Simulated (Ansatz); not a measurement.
Frontier orbitals of C3H15GeNSi2 (`C[Si](C)(C)[N]([SiH3])[GeH3]`).

| atom | x (Å) | y (Å) | z (Å) |
| --- | --- | --- | --- |
| C1 | -0.630 | 2.100 | 0.414 |
| Si2 | -0.134 | 0.311 | 0.650 |
| C3 | 1.410 | 0.228 | 1.704 |
| C4 | -1.522 | -0.612 | 1.501 |
| N5 | 0.174 | -0.385 | -0.921 |
| Si6 | 0.023 | 0.503 | -2.390 |
| Ge7 | 0.690 | -2.157 | -1.064 |
| H8 | -0.827 | 2.553 | 1.390 |
| H9 | 0.158 | 2.685 | -0.067 |
| H10 | -1.540 | 2.198 | -0.184 |
| H11 | 1.735 | -0.803 | 1.865 |
| H12 | 2.232 | 0.770 | 1.230 |
| H13 | 1.233 | 0.674 | 2.687 |
| H14 | -2.438 | -0.567 | 0.907 |
| H15 | -1.272 | -1.665 | 1.655 |
| H16 | -1.733 | -0.177 | 2.482 |
| H17 | -1.358 | 1.014 | -2.613 |
| H18 | 0.944 | 1.672 | -2.453 |
| H19 | 0.364 | -0.416 | -3.513 |
| H20 | -0.340 | -2.936 | -1.901 |
| H21 | 2.072 | -2.247 | -1.735 |
| H22 | 0.759 | -2.740 | 0.358 |

Charge 0, multiplicity 1. Correlated methods include outer-core shells of Ge, which these sets cover unevenly. Scalar relativity is left out up to krypton. Geometry: relaxed with PBE0-D4/def2-TZVP. It is one conformer, not always the lowest. Basis def2-TZVPP, Ansatz 0.2.0.

Orbital energies of one run (eV). Highest occupied ones, from the top: -9.35, -10.67, -11.07, -11.32, -11.58, -11.81, -12.71, -12.71, -12.78, -13.15, -13.58, -13.60, -14.06, -14.15. Empty: 1.76, 2.33, 2.73, 2.88, 3.14, 3.24.

Q: Which functional gave them?
A. ωB97M-V
B. HSE06 (plane-wave form)
C. PBE
D. LC-ωPBE

A: A. HOMO energies: ωB97M-V -9.35, HSE06 -6.71, PBE -5.83, LC-ωPBE -9.76 eV.

LC-ωPBE has ω = 0.4 bohr⁻¹.
